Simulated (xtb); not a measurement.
ClTe (SMILES Cl[Te+]), charge +1, singlet, geometry from GFN2-xTB; GFN0-xTB in xtb.

The xtb input:
```
$ xtb mol.xyz --gfn 0 --chrg 1 --json

# file mol.xyz
2

Te    -0.00000000    -0.00000000    -0.54662571
Cl     0.00000000     0.00000000     1.67203160
```

Output, abridged:

```
   ID    Z sym.   atoms
    1   52 Te     1
    2   17 Cl     2

           -------------------------------------------------
          |                Calculation Setup                |
           -------------------------------------------------

           -------------------------------------------------
          |                 G F N 0 - x T B                 |
           -------------------------------------------------

          ...................................................
          :                      SETUP                      :
          :.................................................:
          :  # basis functions                  20          :
          :  # atomic orbitals                  18          :
          :  # shells                            6          :
          :  # electrons                        12          :
          :  electronic temp.          300.0000000     K    :
          :  accuracy                    1.0000000          :
          :  -> integral cutoff          0.2500000E+02      :
          :  -> integral neglect         0.1000000E-07      :
          ...................................................

         :::::::::::::::::::::::::::::::::::::::::::::::::::::
         ::                     SUMMARY                     ::
         :::::::::::::::::::::::::::::::::::::::::::::::::::::
         :: total energy              -5.537380723932 Eh    ::
         :: gradient norm              0.015797471908 Eh/a0 ::
         :: HOMO-LUMO gap              0.000000000000 eV    ::
         ::.................................................::
         :: H0 energy                 -7.043684197288 Eh    ::
         :: repulsion energy           0.009089854433 Eh    ::
         :: electrostat energy         1.497465093667 Eh    ::
         :: -> Gsolv                   0.000000000000 Eh    ::
         ::    -> Gsasa                0.000000000000 Eh    ::
         ::    -> Gshift               0.000000000000 Eh    ::
         :: dispersion energy         -0.000251474743 Eh    ::
         :: short-range corr.          0.000000000000 Eh    ::
         :: add. restraining           0.000000000000 Eh    ::
         :: total charge               1.000000000000 e     ::
         :::::::::::::::::::::::::::::::::::::::::::::::::::::

           -------------------------------------------------
          |                Property Printout                |
           -------------------------------------------------

    * Orbital Energies and Occupations

         #    Occupation            Energy/Eh            Energy/eV
      -------------------------------------------------------------
         1        2.0000           -0.9676869             -26.3321
         2        2.0000           -0.6822452             -18.5648
         3        2.0000           -0.5014875             -13.6462
         4        2.0000           -0.4815192             -13.1028
         5        2.0000           -0.4815192             -13.1028
         6        1.0000           -0.4060670             -11.0496 (HOMO)
         7        1.0000           -0.4060670             -11.0496 (LUMO)
         8                         -0.2821362              -7.6773
         9                         -0.0657688              -1.7897
        10                         -0.0657688              -1.7897
        11                         -0.0563137              -1.5324
        12                         -0.0563137              -1.5324
        13                         -0.0241899              -0.6582
        14                          0.0136787               0.3722
        15                          0.0136787               0.3722
        16                          0.0910486               2.4776
        17                          0.0910486               2.4776
        18                          0.6605199              17.9737
      -------------------------------------------------------------
                  HL-Gap            0.0000000 Eh            0.0000 eV
             Fermi-level            0.0000000 Eh            0.0000 eV

     #   Z          covCN         q      C6AA      α(0)
     1  52 Te       0.830     0.731   380.424    36.262
     2  17 Cl       0.830     0.269    89.652    14.473

 Mol. C6AA /au·bohr⁶  :        834.203677
 Mol. C8AA /au·bohr⁸  :      66053.665767
 Mol. α(0) /au        :         50.734725

Wiberg/Mayer (AO) data.
largest (>0.10) Wiberg bond orders for each atom

 ---------------------------------------------------------------------------
     #   Z sym  total        # sym  WBO       # sym  WBO       # sym  WBO
 ---------------------------------------------------------------------------
     1  52 Te   1.665 --     2 Cl   1.665
     2  17 Cl   1.665 --     1 Te   1.665
 ---------------------------------------------------------------------------

Topologies differ in total number of bonds
Writing topology from bond orders to xtbtopo.mol

 dipole moment from electron density (au)
     X       Y       Z
   0.0000   0.0000   1.7038  total (Debye):    4.331

           -------------------------------------------------
          | TOTAL ENERGY               -5.537380723932 Eh   |
          | GRADIENT NORM               0.015797471908 Eh/α |
          | HOMO-LUMO GAP               0.000000000000 eV   |
           -------------------------------------------------

normal termination of xtb
```
